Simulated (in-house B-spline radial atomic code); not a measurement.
# Ionising Zn³⁺ with different functionals

Computed with an all-electron radial atomic-structure program (B-spline basis): scalar-relativistic (spin-free X2C) Hamiltonian, Fermi nucleus of rms radius 3.9283 fm, spin-polarised at highest spin, spherical fractional occupations for the functionals, and exact exchange of hybrids averaged over the configuration. The ionisation energy is the difference of two self-consistent energies, [Ar] 3d9 → [Ar] 3d8, without Breit or QED terms; ε is the level of the shell that loses the electron (its least bound occupied spin orbital).

```csv
method,rung,ΔSCF (eV),-ε(3d) (eV)
PBE0,global hybrid,60.44,53.30
B3LYP,global hybrid,60.70,52.84
TPSSh,global hybrid,60.51,51.23
BHandHLYP,global hybrid,60.04,56.51
r2SCAN0,global hybrid,60.47,53.41
B97-1,global hybrid,60.49,52.76
HSE06,range-separated hybrid,60.42,52.86
wB97X,range-separated hybrid,60.26,55.50
CAM-B3LYP,range-separated hybrid,60.67,54.87
LC-wPBE,range-separated hybrid,60.75,55.64
```

**Question.** Among the functionals, which spreads more, the ΔSCF values or the orbital energies?

**Answer.** The orbital energies: ΔSCF values span about 0.71 eV and the orbital energies 5.28 eV; here energy differences depend much less on the functional than eigenvalues do.

**Question.** How do they compare with the NIST value?

**Answer.** NIST lists 59.57 eV ± 0.019 (measured, ground level to ground level). Errors run from +0.47 to +1.18 eV; BHandHLYP is closest (+0.47 eV), but part of that can be cancellation, since the calculations leave out spin-orbit coupling, Breit-QED terms, multiplet and fine-structure energies.
